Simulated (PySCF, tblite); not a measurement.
Species: C3H8BFSi2.
Geometry (GFN2-xTB, Å), atoms numbered from 1 in this order:
```
atom  x, y, z in Å
F1     2.067   -0.327    1.917
Si2    2.607   -0.438    0.383
B3     1.190   -0.126   -0.926
C4    -0.276    0.062   -0.529
C5    -1.214    0.852   -1.109
Si6   -2.529    0.565    0.217
C7    -0.988   -0.475    0.706
H8     3.718    0.521    0.422
H9     3.195   -1.785    0.390
H10    1.458   -0.050   -2.069
H11   -1.084    1.438   -2.007
H12   -2.840    1.696    1.090
H13   -3.738   -0.148   -0.194
H14   -1.091   -1.560    0.687
H15   -0.481   -0.216    1.633
```

Jobs on this species (15 atoms, 68 electrons) with PySCF (density fitting) and tblite. Hardware of each: Intel Xeon at 2.50 GHz, one thread, on a shared host. Times come from a shared host and carry two figures at best.

```tsv
level and settings	work	basis functions	SCF cycles	wall time
GFN2-xTB	L-BFGS relaxation	–	–	?
GFN2-xTB	Hessian by finite differences	–	–	1.6 s
PBE0/pcSseg-1	shieldings, ring-centre shieldings, charges and field gradients	173	14	75 s
```

Task: Fill in the missing figures.

Result: 
- GFN2-xTB; L-BFGS relaxation: 2.5 s

Task: What do all jobs in the table cost together?

Result: About 79 s; the longest takes about 95 % of that, and about 47 times as long as the shortest.
